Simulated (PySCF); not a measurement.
Species: C₅H₈F₂OSi.
SMILES with atom numbers: `[CH3:1][O:2][Si@H:3]1[CH2:4][C:5]([CH2:6][F:7])=[C:8]1[F:9]`

NICS is the negative of the GIAO shielding at a point without a nucleus: at the ring centre (0) and 1 Å above and below it (1); zz is the component along the ring normal. Level: GIAO PBE0/pcSseg-1 (PySCF, non-relativistic, gas phase) on the GFN2-xTB geometry, one conformer.

Ring bond lengths (Å), with Mayer bond orders in brackets: Si3–C4 1.913 (0.89), C4–C5 1.511 (0.99), C5–C8 1.336 (1.70), C8–Si3 1.901 (0.86).

Problem. What do the NICS probes read (ppm)?

Solution. 
| ring | type | NICS(0) | NICS(1), two faces | NICS(1)zz, two faces | rms pucker (Å) | centre to ring atoms, mean (Å) |
| --- | --- | --- | --- | --- | --- | --- |
| Si3–C4–C5–C8 | 4-membered ring with Si; formal bonds 1 double, 3 single | -8.3 | -2.9 / -4.7 | 1.3 / -1.6 | 0.02 | 1.17 |

Problem. What do they say, and how far can they be read as aromaticity?

Solution. 
- Si3–C4–C5–C8: mean NICS(1)zz -0.2 ppm, near zero. Si3, C4 have four or more neighbours, and the NICS criterion for π rings isn't applied.

Problem. List the ring angles and the Hirshfeld charges of the ring atoms.

Solution. 
- Si3–C4–C5–C8: Si3 72.1° (+0.423 e), C4 89.0° (-0.167 e), C5 103.8° (-0.018 e), C8 95.0° (-0.038 e); sum 359.9° against 360° for a flat convex ring.

Problem. What are the shieldings of the ring atoms and their hydrogens in the same run (means over atoms taken as equivalent)?

Solution. 
| atoms | environment | σ isotropic (ppm) |
| --- | --- | --- |
| Si3 | oxygen-bound silicon | 365.5 |
| C4 | sp3 carbon bound to silicon | 172.2 |
| C5 | fully substituted alkene carbon | 43.9 |
| C8 | vinylic C–F carbon | 15.6 |
| H on Si3 | Si–H hydrogen | 26.27 |
| H on C4 | methylene hydrogen | 30.02 |
| H on C4 | methylene hydrogen | 30.25 |

Hardware: one thread of an Arm Neoverse V1, shared host with 32 logical CPUs at a one-minute load of 18. Cost: 49 s (with the writing of density and orbital grids), 0.88 GiB resident at most. This is the whole shielding run at PBE0/pcSseg-1, SCF included.

The values belong to the conformer `[CH3:1][O:2][Si@H:3]1[CH2:4][C:5]([CH2:6][F:7])=[C:8]1[F:9]`: C1–O2–Si3–C4 -176°, C4–C5–C6–F7 -33°.
